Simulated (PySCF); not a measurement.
AlF₂, SMILES [Al]([F])[F], multiplicity 2.

The structure is a stationary point at ωB97X-D3(BJ)/def2-TZVP. The spin state was assumed, not searched. The isomer is the one that the SMILES or the coordinates give; other isomers of the formula were not compared.

Calculation: PBE/def2-TZVPD (PySCF).

Computed frontier levels, dipole moment and polarisability:
* **α spin, highest occupied and lowest empty level**: -6.03 and -2.33 eV
* **β spin, highest occupied and lowest empty level**: -9.53 and -4.33 eV
* **dipole moment**: 0.376 e·Å
* **quadrupole, principal values (traceless, Buckingham form, about the centre of nuclear charge)**: -7.08, 1.63, 5.45 D·Å
* **mean static polarisability**: 33.8 bohr³ (5.00 Å³)
* **polarisability, principal values**: 30.9, 33.4, 36.9 bohr³
* **⟨S²⟩**: 0.751 (pure state 0.75)
